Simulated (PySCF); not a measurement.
C₄H₄ClF, SMILES CC(Cl)=C=CF. Atoms are numbered in the order given.

```xyz
10

C     -1.7912    -0.8882     0.6901
C     -0.6636    -0.0314     0.1974
Cl    -1.1970     1.4413    -0.6268
C      0.6170    -0.2757     0.3218
C      1.8933    -0.5083     0.4959
F      2.6446    -1.2020    -0.3743
H     -1.4043    -1.7850     1.1929
H     -2.4209    -0.3190     1.3926
H     -2.4307    -1.1929    -0.1537
H      2.4705    -0.1646     1.3618
```

Geometry: B3LYP-D3(BJ)/def2-SVP. This is a generated structure with no PubChem entry under its InChIKey; it may be hypothetical.

Two levels are set side by side: PBE/pcSseg-1 (PySCF) and B3LYP/pcSseg-1 (PySCF). GIAO shifts against CFCl3 (¹⁹F), HCl (³⁵Cl), TMS (¹H), TMS (¹³C) at the same level; non-relativistic, no solvent, atoms listed together averaged. Without spin–orbit terms, shifts of atoms bonded to Cl or Br come out too high at both levels. Differences are taken from unrounded values.

```csv
quantity,B3LYP
δ(¹³C) of C1 (ppm),31.6
δ(¹³C) of C2 (ppm),131.4
δ(³⁵Cl) of Cl3 (ppm),314.1
δ(¹³C) of C4 (ppm),204.8
δ(¹³C) of C5 (ppm),139.8
δ(¹⁹F) of F6 (ppm),-148.4
δ(¹H) of H10 (ppm),7.55
```

Q: What does PBE give, and how far is it from B3LYP? (Estimate from the structure and the level; the computed values follow.)

A: 
| quantity | PBE | PBE minus B3LYP |
|---|---|---|
| δ(¹³C) of C1 (ppm) | 32.1 | 0.5 |
| δ(¹³C) of C2 (ppm) | 129.8 | -1.6 |
| δ(³⁵Cl) of Cl3 (ppm) | 342.9 | 28.8 |
| δ(¹³C) of C4 (ppm) | 200.2 | -4.6 |
| δ(¹³C) of C5 (ppm) | 139.0 | -0.8 |
| δ(¹⁹F) of F6 (ppm) | -151.0 | -2.7 |
| δ(¹H) of H10 (ppm) | 7.61 | 0.06 |

Rough cost on one machine, each run with all the roots and properties that it gave: B3LYP against PBE within a factor of 2.
